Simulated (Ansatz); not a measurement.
```yaml
crystal:
  periodic: [false, false, false]
  atoms:
    - {symbol: F, position_ang: [1.093337, 0.958563, 2.243994]}
    - {symbol: Si, position_ang: [-0.284122, 1.217440, 1.461328]}
    - {symbol: C, position_ang: [-0.836556, -0.377354, 0.671889]}
    - {symbol: C, position_ang: [0.203371, -1.091632, -0.201399]}
    - {symbol: Si, position_ang: [0.675841, -0.216834, -1.798362]}
    - {symbol: H, position_ang: [-1.287481, 1.680506, 2.453273]}
    - {symbol: H, position_ang: [-0.028271, 2.288583, 0.466471]}
    - {symbol: H, position_ang: [-1.742266, -0.151775, 0.093887]}
    - {symbol: H, position_ang: [-1.163666, -1.036705, 1.485001]}
    - {symbol: H, position_ang: [1.120885, -1.271329, 0.369135]}
    - {symbol: H, position_ang: [-0.168134, -2.082591, -0.485925]}
    - {symbol: H, position_ang: [-0.551161, 0.131285, -2.567262]}
    - {symbol: H, position_ang: [1.524127, -1.114199, -2.627114]}
    - {symbol: H, position_ang: [1.431000, 1.036843, -1.536215]}
basis:
  gaussian: {orbitals: aug-cc-pVTZ}
hamiltonian: {xc: {name: HF}}
correlation: {method: rpa}
scf: {lower_state_search: off}
```

```sh
$ ansatz run in.yaml --threads 4 --pin off --events-out ev --progress --plain --max-ram 10444MiB
```

Shortened log:

```
Functional definition: HF
2499 factors; integrals over basis functions are off by at most 1.2e-3 eV
mean field evaluation 1: about -20633.3776 eV, gradient 4.2e1 eV
mean field evaluation 2: about -20633.5351 eV, gradient 4.3e1 eV
mean field evaluation 4: about -20638.1677 eV, gradient 4.2e0 eV
mean field evaluation 8: about -20638.2386 eV, gradient 2.6e-1 eV
mean field -20638.23888135 eV, -758.4412897889 hartree, gradient 2.1e-6 eV, S^2 0.000000; 0 other end points of the search recorded, 0 dependent functions left out
13 core orbitals not correlated: weight in the atoms' cores, before any rotation towards them, 1.000 or more for the frozen orbitals, at most 0.000 for the correlated occupied ones
reference -20638.23888135 eV, -758.4412897889 hartree; 16, 16 occupied and 416, 416 virtual orbitals, 2499 factors
Total energy: -20668.23992083 eV, -759.5438076543 hartree
Checks for a lower state left out: stability, starts, cluster_reference, orbital_swaps, neighbouring_geometries, increment
```

Run time 5.5 s (4 threads of an AMD EPYC 9R45 on a shared host); peak host memory 2.7 GiB.
